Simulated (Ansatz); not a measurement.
Compare A (`BCN=C`) with its isomer B (`[BH3-]C#[N+]C`).

Isolated molecules relaxed with PBE0-D4/def2-TZVP in Ansatz; ΔE leaves out vibrations. CCSD(T)/CBS is the MP2 limit (def2-TZVPP, def2-QZVPP) plus CCSD(T) − MP2 in def2-TZVPP, frozen cores. DFT in def2-TZVPP. B3LYP here is the variant with VWN-RPA as its local correlation; programs differ in this. Each species was taken in one conformer, which may not be the lowest.

Task: Which is lower in electronic energy at CCSD(T)/CBS, and by how much? (Estimate.)

Result: Computed: B, by 8.9 kcal/mol.

Task: Give E(B) − E(A) in kcal/mol with ωB97M-V, CCSD(T)/def2-SVP, BLYP-D4, LDA (SPW92), B3LYP-D4, HF/def2-TZVPP, B2PLYP. (Best estimate.)

Result: Computed: ωB97M-V -10.7, CCSD(T)/def2-SVP -11.3, BLYP-D4 -13.9, LDA (SPW92) -17.8, B3LYP-D4 -12.0, HF/def2-TZVPP -5.5, B2PLYP -11.8. None reverses the order clearly.

Task: Does the order hold for the free energy at 298.15 K (harmonic terms from PBE0-D4)? (Estimate.)

Result: Computed: Yes: G(B) − G(A) = -10.0 kcal/mol, for one conformer each. Modes under 60 cm⁻¹, often nearly free rotors, make the harmonic entropy too high.

Largest T1 diagnostic: 0.014.

In def2-TZVPP, CCSD(T) changes the Hartree–Fock value by −4.0 kcal/mol (the triples alone add −1.0 kcal/mol) and MP2 by −5.9 kcal/mol. From PBE to PBE0 (25 % exact exchange), in def2-TZVPP and without D4, E(B) − E(A) moves by +2.8 kcal/mol.
